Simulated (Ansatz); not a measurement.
Consider the cleavage of the Si–Sn bond: `[OH][SnH]([Cl])[SiH2]F` + `N[SiH2]S` → `N[SiH2]S[SiH2]F` + `[OH][SnH2][Cl]`.

Isolated molecules relaxed with PBE0-D4/def2-TZVP in Ansatz; ΔE leaves out vibrations. CCSD(T)/CBS adds triple-zeta CCSD(T) − MP2 to the extrapolated MP2 energy (def2 sets, frozen cores). DFT in def2-TZVPP. def2 core potentials past Kr. For Sn outer-core shells are correlated without core-valence functions, which leaves a few kJ/mol of doubt a bond. Each species was taken in one conformer, which may not be the lowest.

`[OH][SnH]([Cl])[SiH2]F`:

```xyz
9

O     0.681    1.412    1.765
Sn    0.942   -0.068    0.511
Cl    0.501   -2.034    1.717
Si   -0.879   -0.186   -1.310
F    -0.717    1.037   -2.331
H    -0.174    1.401    2.202
H     2.606   -0.016    0.174
H    -0.750   -1.455   -2.066
H    -2.210   -0.091   -0.662
```

`N[SiH2]S`:

```xyz
8

N    -0.136   -1.409   -0.207
Si    0.139    0.268   -0.351
S     0.119    1.238    1.569
H     0.636   -2.053   -0.218
H    -0.931   -1.781    0.285
H    -0.910    0.944   -1.155
H     1.459    0.400   -1.015
H    -0.377    2.392    1.093
```

`N[SiH2]S[SiH2]F`:

```xyz
11

N     1.323   -1.079    1.177
Si   -0.335   -0.684    1.092
S    -1.261   -0.742   -0.865
Si   -0.549    1.111   -1.572
F    -1.485    2.320   -1.106
H     1.639   -2.011    0.961
H     2.016   -0.393    0.920
H    -1.105   -1.691    1.854
H    -0.486    0.689    1.624
H     0.803    1.396   -1.033
H    -0.560    1.083   -3.051
```

`[OH][SnH2][Cl]`:

Z-matrix (Å, degrees):
```
Sn
Cl 1 2.330
O 1 1.952 2 106.7
H 1 1.693 2 109.1 3 113.1
H 1 1.702 2 106.1 3 -118.2
H 3 0.960 1 113.6 2 -53.4
```

```json
{"species": "`[OH][SnH]([Cl])[SiH2]F`", "r2SCAN-D4 energy (Eh)": "-1141.64360"}
{"species": "`N[SiH2]S`", "r2SCAN-D4 energy (Eh)": "-745.46321"}
{"species": "`N[SiH2]S[SiH2]F`", "r2SCAN-D4 energy (Eh)": "-1135.48879"}
{"species": "`[OH][SnH2][Cl]`", "r2SCAN-D4 energy (Eh)": "-751.64098"}
```

**Question.** Work out ΔE.

**Answer.** ΔE = (-1135.48879) + (-751.64098) − (-1141.64360) − (-745.46321) = -0.02296 Eh = -60.3 kJ/mol. CCSD(T)/CBS gives -58.4 kJ/mol.

Largest T1 diagnostic among the species: 0.013.

From PBE to PBE0 (25 % exact exchange), in def2-TZVPP and without D4, ΔE moves by −5.2 kJ/mol. The D4 term adds −4.1 kJ/mol with B3LYP and −2.1 kJ/mol with PBE0; it sums over pairs of atoms, weighted by their polarisabilities, and B3LYP, whose exchange is more repulsive, gets the larger term.

B3LYP here is the variant with VWN-RPA as its local correlation; programs differ in this.
